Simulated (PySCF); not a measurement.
Working out the excitation energy of Ru

Ru [Kr] 4d7 5s1 (5F) → Ru [Kr] 4d6 5s1 5p1 (high-spin determinant). All numbers are calculated (PySCF 2.14, a scalar-relativistic core potential, in def2-TZVPPD with the def2 core potential (28 electrons) (6s4p3d2f1g, 56 functions)). Frozen: nothing. Energies in hartree (1 hartree = 27.21139 eV):

| part | Ru (lower) | Ru (upper) |
| --- | --- | --- |
| UHF | -94.123420 | -94.060624 |
| MP2 opposite-spin | -0.314620 | -0.276064 |
| MP2 same-spin | -0.158948 | -0.154737 |

Problem. What does Hartree-Fock give?

Solution. (-94.060624) − (-94.123420) = 0.062796 hartree = 1.709 eV.

Problem. What do MP2 and SCS-MP2 (6/5 opposite-spin, 1/3 same-spin) give?

Solution. The opposite-spin parts differ by 1.049 eV and the same-spin parts by 0.115 eV. MP2: 1.709 + (1.049) + (0.115) = 2.873 eV. SCS-MP2: 1.709 + 1.2 × (1.049) + (0.115)/3 = 3.006 eV.

One determinant mixes LS terms, so it does not stand for a single term.
